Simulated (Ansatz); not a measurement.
C2H8OSeSi (`CO[SiH](C)[SeH]`) from Hartree–Fock to CCSD(T)

Cartesian coordinates in Å:
```
C 1.569 -0.879 1.034
O 1.028 -0.708 -0.256
Si 0.066 0.562 -0.656
C -1.524 0.532 0.311
Se -0.308 0.506 -2.895
H 2.276 -1.709 0.999
H 0.791 -1.118 1.769
H 2.104 0.017 1.371
H 0.795 1.840 -0.427
H -2.146 1.389 0.044
H -2.089 -0.380 0.104
H -1.325 0.574 1.385
H -1.237 -0.627 -2.784
```

Total charge 0; spin multiplicity 1. Correlated methods include outer-core shells of Se, which these sets cover unevenly. Scalar relativity is left out up to krypton. The structure was optimised at the PBE0-D4/def2-TZVP level. It is one conformer, not always the lowest. Frozen core, restricted reference, Ansatz 0.2.0.

```csv
basis,HF (Eh),MP2 corr.
def2-SVP,-2843.59773,-0.80584
def2-TZVPP,-2844.18725,-0.98764
def2-QZVPP,-2844.25149,-1.34261
```

Task: Estimate the CCSD correlation energy and the (T) correction in each basis where they were run (hartree).

Result: 
| basis | CCSD corr. | (T) |
| --- | --- | --- |
| def2-SVP | -0.85893 | -0.02247 |
| def2-TZVPP | -1.03418 | -0.03873 |
